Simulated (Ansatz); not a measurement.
Consider the ligand exchange at a Ge–C bond: `C[C](=S)[GeH3]` + `CO[SiH](O)F` → `CO[SiH](F)[O][GeH3]` + `CC=S`.

Calculated with Ansatz (gas phase, PBE0-D4/def2-TZVP geometries, no zero-point term in ΔE). CCSD(T)/CBS adds triple-zeta CCSD(T) − MP2 to the extrapolated MP2 energy (def2 sets, frozen cores). Functionals use def2-TZVPP. For Ge outer-core shells are correlated without core-valence functions, which leaves a few kJ/mol of doubt a bond. Scalar relativity is left out up to krypton. Each species was taken in one conformer, which may not be the lowest.

```json
{"level": "PBE0-D4", "ΔE (kJ/mol)": "-50.4"}
{"level": "ωB97X-V", "ΔE (kJ/mol)": "-60.1"}
```

**Question.** What does CCSD(T)/CBS give? (Best estimate.)

**Answer.** The calculation gave: -52.1 kJ/mol. The listed levels differ from it by 1.7, -8.0 kJ/mol.

Largest T1 diagnostic among the species: 0.016.

From PBE to PBE0 (25 % exact exchange), in def2-TZVPP and without D4, ΔE moves by −4.8 kJ/mol. In def2-TZVPP, CCSD(T) changes the Hartree–Fock value by +25.3 kJ/mol (the triples alone add +3.6 kJ/mol) and MP2 by +29.1 kJ/mol.
